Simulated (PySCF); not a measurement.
# Reading the logs of faulty runs: B2H5NSi

These are calculations, not measurements. They come from PySCF 2.14.0, an open-source quantum chemistry program, on an isolated molecule that a program drew, which may never have been made. The molecule is B2H5NSi (charge 0, singlet), drawn as the SMILES string `BBN[SiH]`.

Each row is a Hartree-Fock (HF) and frozen-core CCSD(T) single point in the cc-pV(D+d)Z basis, meant for a local HF minimum. Run 1 is clean. Each other run has one planted mistake out of seven kinds, and not every kind appears here: one electron removed, one electron added, multiplicity raised by two, geometry at a saddle point, minimal basis STO-3G, one bond length entered in bohr, all coordinates scaled. The reference is restricted for singlets and unrestricted otherwise, and also for a bond in bohr. Adding or removing an electron swaps singlet and doublet. Electrons count all cores. HOMO and LUMO are orbital energies over both spins, the gradient is its largest component, and the lowest frequency (negative if imaginary) is given only where the gradient is small. Bond lengths are over the 8 bonds as drawn. T1 is the CCSD diagnostic: over 0.02 (restricted) or 0.045 (unrestricted) a single reference is doubtful.

Geometry of the clean run:
```xyz
9
B2H5NSi, angstrom
B    -0.0390   -0.1419    1.4542
B     1.5475   -0.5026    0.9421
N     2.0115   -0.3963   -0.4071
Si    0.9866    0.1240   -1.7036
H    -0.3393    0.9500    1.8620
H    -0.8911   -0.9895    1.5194
H     2.3420   -0.8756    1.7752
H     2.9710   -0.6395   -0.5746
H     2.0159    0.0281   -2.8181
```

| run | electrons | basis functions | <S^2> | HOMO (eV) | LUMO (eV) | gradient (hartree/bohr) | lowest frequency (cm^-1) | mean bond (Å) | longest bond (Å) | T1 | HF (hartree) | CCSD(T) (hartree) | mistake |
|---|---|---|---|---|---|---|---|---|---|---|---|---|---|
| 1 | 36 | 90 | 0.000 | -9.11 | 1.10 | 1.1e-05 | 131 | 1.3763 | 1.733 | 0.0142 | -395.64778 | -396.12902 | no fault |
| 2 | 36 | 90 | 0.000 | -9.27 | 0.92 | 4.2e-02 | - | 1.4493 | 1.824 | 0.0158 | -395.62804 | -396.11743 | all coordinates scaled |
| 3 | 37 | 90 | 0.778 | -0.44 | 6.38 | 6.7e-02 | - | 1.3763 | 1.733 | 0.0249 | -395.63461 | -396.13189 | one electron added |
| 4 | 36 | 29 | 0.000 | -6.54 | 6.07 | 3.2e-02 | - | 1.3763 | 1.733 | 0.0170 | -390.97471 | -391.18056 | minimal basis STO-3G |
| 5 | 35 | 90 | 0.767 | -15.79 | -7.05 | 7.1e-02 | - | 1.3763 | 1.733 | 0.0183 | -395.35231 | -395.80215 | ? |

**Which mistake was planted in run 5, and what did it cost?**

It counts 35 electrons, one fewer than the clean run, at the same geometry and basis. So the mistake is: one electron removed. Subtracting run 1 and multiplying by 627.51 kcal/mol a hartree, the energy moved by 185.4 kcal/mol in HF and 205.1 kcal/mol in CCSD(T).

